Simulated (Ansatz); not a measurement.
Start from `F[SiH]1C=N1` and change one atom or group to get `Br[SiH]1C=N1`.

Ansatz, PBE0-D4/def2-TZVP geometries, multiplicity 1. 

Scalar relativity is left out up to krypton.

| property | `F[SiH]1C=N1` |
| --- | --- |
| LUMO energy (PBE0/def2-TZVPP) / eV | -1.15 |
| size of the dipole moment (ωB97M-V/def2-TZVPP) / D | 2.01 |
| HOMO energy (PBE0/def2-TZVPP) / eV | -6.98 |
| HOMO energy (PBE/def2-TZVPP) / eV | -5.70 |
| HOMO energy (ωB97M-V/def2-TZVPP) / eV | -9.20 |
| size of the dipole moment (B3LYP/def2-TZVPP) / D | 1.98 |

Question: What does the change do to each property? (Best estimate.)

Answer: Ansatz gave: 
| property | `Br[SiH]1C=N1` | shift |
| --- | --- | --- |
| LUMO energy (PBE0/def2-TZVPP) / eV | -1.15 | 0.00 |
| size of the dipole moment (ωB97M-V/def2-TZVPP) / D | 1.87 | -0.14 |
| HOMO energy (PBE0/def2-TZVPP) / eV | -6.93 | 0.05 |
| HOMO energy (PBE/def2-TZVPP) / eV | -5.71 | -0.01 |
| HOMO energy (ωB97M-V/def2-TZVPP) / eV | -9.09 | 0.11 |
| size of the dipole moment (B3LYP/def2-TZVPP) / D | 1.83 | -0.15 |

Dipoles are sizes alone; their direction can turn.

B3LYP here is the variant with VWN-RPA as its local correlation; programs differ in this.

Spin–orbit coupling is left out; it splits and shifts lone-pair levels of the heavy atoms by tenths of an eV.
